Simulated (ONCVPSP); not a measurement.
**iron (Fe): one change to an ONCV potential, before and after**

ONCVPSP 4.0.1 input, shortened (lines: element, Z, core and valence counts, functional; n l f; lmax; l rc ep ncon nbas qcut; lloc lpopt rc5 dvloc0; l nproj debl; icmod fcfact rcfact), PW91, fully relativistic:

```
  Fe 26.00    5    2  -109134      upf
    1    0    2.00
    2    0    2.00
    2    1    6.00
    3    0    2.00
    3    1    6.00
    3    2    6.00
    4    0    2.00
    3
    0    2.10    0.00    4    8    3.10
    1    2.00    0.06    4    7    3.80
    2    1.10    0.00    5   10   14.50
    3    2.10    0.04    3    6    4.60
    4    4    1.00    2.00
    0    2    2.00
    1    2    0.70
    2    2    0.40
    3    2    0.40
    3    4.00    1.30
```

Open shells are filled in proportion to 2j + 1.

Change: local potential polynomial inside 1.00 bohr (lpopt 4, dvloc0 7.5 Ha).

Cutoffs: the cutoffs (Ha) at which the residual kinetic energy of the hardest occupied pseudo-wave falls to 1 and 0.1 mHa per electron; they do not see the model core or the augmentation charge, which bear on the density cutoff. Errors are all-electron minus pseudo energies relative to the spin-unpolarised reference configuration.

Problem. What does the change do?

Solution. The potential gets neither clearly harder nor softer (82 Ha and 93 Ha → 82 Ha and 93 Ha); both files keep a bound ghost (p); the lowest positive-energy flag moves from s at 20.3 eV to s at 80.6 eV; the errors of the 4 common tests hardly move; the range in which the s phases agree widens (upper end 0.7 → 2.8).

| quantity | base | changed |
| --- | --- | --- |
| cutoff, loose | 82 Ha | 82 Ha |
| cutoff, tight | 93 Ha | 93 Ha |
| bound ghosts | p3/2, p1/2 | p3/2, p1/2 |
| GHOST(+) flags under 300 eV | s at 20.3 eV | s at 80.6 eV |
| error for 3d6 4s1, meV [ΔE 8.79 eV] | -4.5 | -4.8 |
| error for 3d6 4s0, meV [ΔE 25.04 eV] | -10 | -11 |
| error for 3d5 4s0, meV [ΔE 59.37 eV] | -28 | -29 |
| error for 3d6 4s1 4p1, meV [ΔE 4.13 eV] | -0.8 | -0.8 |
| s: phases at 2.13 bohr within 0.05 rad from the reference energy up to (Ha; the scan ends near 5) | 0.7 | 2.8 |
| p3/2: phases at 2.03 bohr within 0.05 rad from the reference energy up to (Ha; the scan ends near 5) | 4.4 | 4.3 |
| p1/2: phases at 2.03 bohr within 0.05 rad from the reference energy up to (Ha; the scan ends near 5) | 4.4 | 4.3 |
| d5/2: phases at 1.12 bohr within 0.05 rad from the reference energy up to (Ha; the scan ends near 5) | to the end of the scan | to the end of the scan |
| d3/2: phases at 1.12 bohr within 0.05 rad from the reference energy up to (Ha; the scan ends near 5) | to the end of the scan | to the end of the scan |
| f7/2: phases at 2.13 bohr within 0.05 rad from the reference energy up to (Ha; the scan ends near 5) | 2.8 | 3.4 |
| f5/2: phases at 2.13 bohr within 0.05 rad from the reference energy up to (Ha; the scan ends near 5) | 2.8 | 3.4 |
| rms error of d²Exc/dni dnj with the model core, mHa | 8.90 | 8.90 |

 A true bound ghost makes a file unfit for plane-wave use even where its test errors are small: the radial tests pick states by their node count and pass the ghost by.
